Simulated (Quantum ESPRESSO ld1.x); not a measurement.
Radial electron density D(r) = 4 pi r^2 rho(r) of an atom or ion with 16 electrons. Method: scalar-relativistic Kohn-Sham, LDA (Slater exchange, Perdew-Wang correlation), spin-polarised, spherical densities, point nucleus; computed with ld1.x of Quantum ESPRESSO 7.5.

r (bohr),D(r) (e/bohr),spin D(r)
0.002025,6.441,-6.90e-07
0.002265,7.719,0.0000715
0.002533,9.222,0.000194
0.002811,10.85,0.000376
0.003144,12.87,0.000684
0.003516,15.21,0.00116
0.003902,17.69,0.00184
0.004364,20.70,0.00293
0.004882,24.09,0.00458
0.005417,27.57,0.00683
0.006059,31.67,0.0104
0.006723,35.76,0.0152
0.007519,40.41,0.0226
0.00841,45.22,0.0334
0.009332,49.71,0.0476
0.01044,54.42,0.0692
0.01168,58.81,0.0998
0.01295,62.39,0.139
0.01449,65.50,0.197
0.01621,67.66,0.276
0.01798,68.66,0.374
0.02012,68.62,0.512
0.02232,67.59,0.677
0.02496,65.64,0.900
0.02792,63.20,1.18
0.03098,60.99,1.48
0.03466,59.26,1.85
0.03876,58.85,2.24
0.04301,60.05,2.61
0.04811,63.21,2.97
0.05338,67.65,3.21
0.05971,73.30,3.30
0.06678,78.64,3.17
0.0741,81.98,2.81
0.08289,82.50,2.19
0.09271,78.92,1.39
0.1029,71.86,0.652
0.1151,61.23,0.0924
0.1287,49.35,0.0434
0.1428,39.31,0.646
0.1597,31.47,2.05
0.1772,27.81,3.91
0.1982,27.28,6.12
0.2217,28.54,8.00
0.246,29.32,8.96
0.2752,28.04,8.88
0.3078,24.04,7.69
0.3415,18.61,5.97
0.382,12.33,3.96
0.4273,7.025,2.26
0.4741,3.594,1.16
0.5303,1.469,0.476
0.5884,0.5372,0.175
0.6582,0.1477,0.0486
0.7362,0.03206,0.0106
0.8169,0.006139,0.00206
0.9137,0.0007826,0.000267

What is the nuclear charge?

Answer. Z = 53. The innermost maximum, from 1s, lies near gamma/Z bohr with gamma = sqrt(1 - (Z/c)^2) = 0.922, here 0.0174 bohr (found: 0.0189), and its height grows with Z. The density is that of the iodine ion I37+ in [Ne] 3s2 3p4; the configuration itself is not fixed sharply by these data, and Z only to a few units. D(r) has 3 maxima, at r = 0.0189, 0.0796, 0.246 bohr, and minima at 0.0378, 0.190 bohr, inside which lie 2.02, 10.50 electrons.
